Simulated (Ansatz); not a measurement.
Basis-set extrapolation for C$_{2}$H$_{7}$BClN (`CNB(C)Cl`) (PBE0-D4/def2-TZVP geometry, frozen core, Ansatz 0.2.0). Multiplicity 1, RHF reference.

```csv
,def2-TZVPP,def2-QZVPP
HF,-618.619378,-618.639624
MP2 correlation,-0.854271,-0.917398
CCSD(T) correlation,-0.942725,not run
```

Energies in hartree. Use E(X) = E(∞) + A·exp(−7.88·√X) for Hartree–Fock and E(X) = E(∞) + B·X^(−2.97) for correlation, with X = 3 and 4, and add CCSD(T) minus MP2 of the smaller set to the MP2 limit.

Question: What is the CCSD(T) energy at the basis-set limit?

Answer: HF limit: -618.639624 + (-0.020246) × 0.13774 = -618.64241. MP2 limit: -0.917398 + (-0.063127) × 0.74074 = -0.96416. Higher-order term: -0.942725 − (-0.854271) = -0.08845. Total: -619.69502 hartree, 3.62 eV below CCSD(T)/def2-TZVPP.
